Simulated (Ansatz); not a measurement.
C2H3F2GeN (`[CH3][Ge]([F])([F])[C]#N`), relaxed with RKS PBE0-D4/def2-TZVP in the Gaussian-basis code of Ansatz from a PBE-D4/def2-SVP geometry. The force threshold is 0.005 eV/Å; the program also tests the step.

Total charge 0; spin multiplicity 1.

Start:

```xyz
9

C     0.877   -1.034    0.131
Ge   -0.055    0.651    0.214
F    -0.444    1.103    1.851
F     0.908    1.963   -0.410
C    -1.720    0.703   -0.761
N    -2.723    0.677   -1.369
H     0.233   -1.829    0.554
H     1.111   -1.271   -0.925
H     1.814   -0.963    0.714
```

Task: How much energy does the relaxation release, and in how many steps? (An estimate is asked.)

Result: Ansatz gave: 6.62 kJ/mol, in 4 steps.

Task: Which bonds change most? (Estimate.)

Result: Ansatz gave: Ge2–F3 from 1.743 to 1.717 Å; Ge2–F4 from 1.743 to 1.717 Å; C5–N6 from 1.173 to 1.151 Å; C1–H7 from 1.107 to 1.090 Å.

Task: Give the relaxed structure. (Best estimate.)

Result: Computed: 
```xyz
9

C     0.874   -1.028    0.131
Ge   -0.058    0.640    0.208
F    -0.442    1.085    1.821
F     0.890    1.931   -0.408
C    -1.716    0.711   -0.755
N    -2.700    0.688   -1.351
H     0.246   -1.815    0.550
H     1.112   -1.264   -0.906
H     1.794   -0.947    0.709
```
